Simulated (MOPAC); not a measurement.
Job for MOPAC: AM1 on C2H2F2O (a complex), monomers drawn apart or pushed together.

```
AM1 1SCF PRECISE CHARGE=0 THREADS=1
C2H2F2O

C     -0.17680255 1    -0.23297362 1     0.83872773 1
O      0.38232172 1     0.22978168 1    -0.01998631 1
F      1.65152727 1     0.27014506 1     6.36128163 1
C      0.42281124 1     0.67012023 1     6.79489979 1
F      0.15916086 1     1.89692478 1     6.26272845 1
H      0.44902784 1     0.76003813 1     7.88195814 1
H     -0.32300304 1    -0.03616799 1     6.43011208 1
```

Output:

```
*******************************************************************************
 **                                                                           **
 **                              MOPAC v23.2.5                                **
 **                                                                           **
 *******************************************************************************
 ** MOPAC's Digital Object Identifier: https://doi.org/10.5281/zenodo.6511958 **
 **                                                                           **
 ** Please cite the open-source release paper for use of this MOPAC version:  **
 ** J. E. Moussa and J. J. P. Stewart (2026)                                  **
 ** MOPAC: An open-source semiempirical molecular orbital program             **
 ** J. Open Source Softw., 11(119), 8025, https://doi.org/10.21105/joss.08025 **
 *******************************************************************************

                              AM1 CALCULATION RESULTS

 *******************************************************************************
 *  AM1        - The AM1 Hamiltonian to be used
 *
 *
 *
 *                 CHARGE ON SYSTEM = 0
 *
 *
 *
 *  PRECISE    - TIGHTER CRITERIA TO BE USED
 *  1SCF       - DO 1 SCF AND THEN STOP
 *  THREADS=1  - MULTI-THREADING NOT USED
 *  T=         - A TIME OF 172800.0 SECONDS REQUESTED
 *  DUMP=N     - RESTART FILE WRITTEN EVERY 7200.0 SECONDS REQUESTED
 *******************************************************************************
AM1 1SCF PRECISE CHARGE=0 THREADS=1
 C2H2F2O

   ATOM   CHEMICAL          X               Y               Z
  NUMBER   SYMBOL      (ANGSTROMS)     (ANGSTROMS)     (ANGSTROMS)

     1       C         -0.17680255  *  -0.23297362  *   0.83872773  *
     2       O          0.38232172  *   0.22978168  *  -0.01998631  *
     3       F          1.65152727  *   0.27014506  *   6.36128163  *
     4       C          0.42281124  *   0.67012023  *   6.79489979  *
     5       F          0.15916086  *   1.89692478  *   6.26272845  *
     6       H          0.44902784  *   0.76003813  *   7.88195814  *
     7       H         -0.32300304  *  -0.03616799  *   6.43011208  *



          CARTESIAN COORDINATES

    NO.       ATOM           X           Y           Z

     1         C         -0.1768     -0.2330      0.8387
     2         O          0.3823      0.2298     -0.0200
     3         F          1.6515      0.2701      6.3613
     4         C          0.4228      0.6701      6.7949
     5         F          0.1592      1.8969      6.2627
     6         H          0.4490      0.7600      7.8820
     7         H         -0.3230     -0.0362      6.4301

  H: (AM1): M.J.S. DEWAR ET AL, J. AM. CHEM. SOC. 107 3902-3909 (1985)
  C: (AM1): M.J.S. DEWAR ET AL, J. AM. CHEM. SOC. 107 3902-3909 (1985)
  O: (AM1): M.J.S. DEWAR ET AL, J. AM. CHEM. SOC. 107 3902-3909 (1985)
  F: (AM1): M.J.S. DEWAR AND E. G. ZOEBISCH, THEOCHEM, 180, 1 (1988).

           Empirical Formula: C2 H2 O F2  =     7 atoms



      MOLECULAR POINT GROUP   :   Cs


      RHF CALCULATION, NO. OF DOUBLY OCCUPIED LEVELS = 15


 -------------------------------------------------------------------------------
 AM1 1SCF PRECISE CHARGE=0 THREADS=1
 C2H2F2O



     1SCF WAS SPECIFIED, SO BFGS WAS NOT USED
     SCF FIELD WAS ACHIEVED


                              AM1 CALCULATION
                                                       MOPAC v23.2.5 Linux




          FINAL HEAT OF FORMATION =       -116.19520 KCAL/MOL =    -486.16073 KJ/MOL


          COSMO AREA              =        129.52 SQUARE ANGSTROMS
          COSMO VOLUME            =         95.78 CUBIC ANGSTROMS

          IONIZATION POTENTIAL    =         12.069637 EV
          HOMO LUMO ENERGIES (EV) =        -12.070  1.294
          NO. OF FILLED LEVELS    =         15
          MOLECULAR WEIGHT        =         80.0340         POINT GROUP:  Cs

          MOLECULAR DIMENSIONS (Angstroms)

            Atom       Atom       Distance
            H     6    O     2     7.92000
            F     3    F     5     2.20981
            H     7    F     3     1.66597


          SCF CALCULATIONS        =          1





   ATOM   CHEMICAL          X               Y               Z
  NUMBER   SYMBOL      (ANGSTROMS)     (ANGSTROMS)     (ANGSTROMS)

     1       C         -0.17680255  *  -0.23297362  *   0.83872773  *
     2       O          0.38232172  *   0.22978168  *  -0.01998631  *
     3       F          1.65152727  *   0.27014506  *   6.36128163  *
     4       C          0.42281124  *   0.67012023  *   6.79489979  *
     5       F          0.15916086  *   1.89692478  *   6.26272845  *
     6       H          0.44902784  *   0.76003813  *   7.88195814  *
     7       H         -0.32300304  *  -0.03616799  *   6.43011208  *

                             CARTESIAN COORDINATES

   1    C       -0.176802550    -0.232973620     0.838727730
   2    O        0.382321720     0.229781680    -0.019986310
   3    F        1.651527270     0.270145060     6.361281630
   4    C        0.422811240     0.670120230     6.794899790
   5    F        0.159160860     1.896924780     6.262728450
   6    H        0.449027840     0.760038130     7.881958140
   7    H       -0.323003040    -0.036167990     6.430112080


           Empirical Formula: C2 H2 O F2  =     7 atoms



      MOLECULAR POINT GROUP   :   Cs


                  EIGENVALUES
 -50.83208 -48.40040 -42.47188 -27.56904 -22.05399 -18.76128 -18.41886 -18.12753
 -16.91116 -16.91037 -14.88728 -14.27606 -13.75547 -13.06428 -12.06964   1.29383
   1.29520   2.99717   3.26891   3.96094   4.06517   5.41733


              NET ATOMIC CHARGES AND DIPOLE CONTRIBUTIONS

  ATOM NO.   TYPE          CHARGE      No. of ELECS.   s-Pop       p-Pop
    1          C           0.163490        3.8365     1.81688     2.01963
    2          O          -0.163490        6.1635     1.87538     4.28811
    3          F          -0.179334        7.1793     1.92013     5.25921
    4          C           0.185435        3.8146     1.20925     2.60532
    5          F          -0.179338        7.1793     1.92013     5.25921
    6          H           0.085827        0.9142     0.91417
    7          H           0.087411        0.9126     0.91259
 DIPOLE           X         Y         Z       TOTAL
 POINT-CHG.    -1.573    -1.335     1.801     2.739
 HYBRID         0.543     0.450    -0.827     1.087
 SUM           -1.030    -0.885     0.974     1.671


          ATOMIC ORBITAL ELECTRON POPULATIONS

     Atom    s        px        py        pz
    1  C   1.81688   0.63514   0.60033   0.78416
    2  O   1.87538   1.44132   1.45210   1.39469
    3  F   1.92013   1.44470   1.90390   1.91061
    4  C   1.20925   0.82604   0.81483   0.96445
    5  F   1.92013   1.93692   1.44419   1.87809
    6  H   0.91417
    7  H   0.91259

 **********************
 *                    *
 * JOB ENDED NORMALLY *
 *                    *
 **********************




 == MOPAC DONE ==
```

The run finished.

Cost: very roughly 0.03 core-seconds.
